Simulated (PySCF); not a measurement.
Does the answer move with the share of exact exchange?

Bromine monochloride, BrCl.
Numbering: `[Cl:1][Br:2]`

PySCF, def2-SVPD basis, density fitting, gas phase, PBE0-D3(BJ)/def2-SVP geometry; singlet excitations by full TDDFT with frozen cores, triplets by Tamm–Dancoff TDDFT and ionisation energies by ΔSCF, from the lowest of the holes tried. One functional is left out:

```csv
functional,exact exchange (%),HOMO energy (eV),LUMO energy (eV),lowest singlet excitation (eV),lowest triplet excitation (eV),dipole moment (D),mean polarisability (au),vertical ionisation energy (eV)
LDA,0,-7.30,-5.01,2.72,2.04,0.468,38.3,11.06
PBE,0,-7.19,-4.79,2.79,2.03,0.498,38.4,10.88
B3LYP,20,-8.26,-4.06,2.89,2.13,0.513,37.9,11.12
BHandHLYP,50,-9.73,-2.77,3.09,2.29,0.548,37.0,11.27
```

Predict the row of PBE0 (25 % exact exchange) by straight lines through the other rows, and check it.

| property | line | computed | computed − line | B3LYP (20 %), for comparison |
| --- | --- | --- | --- | --- |
| HOMO energy (eV) | -8.49 | -8.55 | -0.06 | -8.26 |
| LUMO energy (eV) | -3.84 | -3.84 | 0.00 | -4.06 |
| lowest singlet excitation (eV) | 2.92 | 2.96 | +0.04 | 2.89 |
| lowest triplet excitation (eV) | 2.16 | 2.16 | 0.00 | 2.13 |
| dipole moment (D) | 0.517 | 0.529 | +0.012 | 0.513 |
| mean polarisability (au) | 37.7 | 37.4 | -0.3 | 37.9 |
| vertical ionisation energy (eV) | 11.13 | 11.17 | +0.04 | 11.12 |
